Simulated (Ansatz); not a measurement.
Gas-phase electronic energies from Ansatz, PBE0-D4/def2-TZVP geometries. CBS: MP2 limit from def2 TZ/QZ plus the TZ coupled-cluster correction, frozen cores. This one scheme is used for every species. Each species was taken in one conformer, which may not be the lowest.

Consider the formal exchange of groups at the Al–Cl bond: `C[S][AlH][Cl]` + `CF` → `C[S][AlH][CH2]F` + HCl.

```
             level  ΔE (eV)
SCS-MP2/def2-TZVPP     2.01
      HF/CBS(def2)     2.16
```

(1) What does CCSD(T)/CBS give? (Best estimate.)

Largest T1 diagnostic among the species: 0.011.

Answers

(1) Ansatz gave: +1.97 eV. The listed levels differ from it by 0.04, 0.19 eV.

From PBE to PBE0 (25 % exact exchange), in def2-TZVPP and without D4, ΔE moves by +0.08 eV. In def2-TZVPP, CCSD(T) changes the Hartree–Fock value by −0.22 eV (the triples alone add −0.02 eV) and MP2 by −0.14 eV.
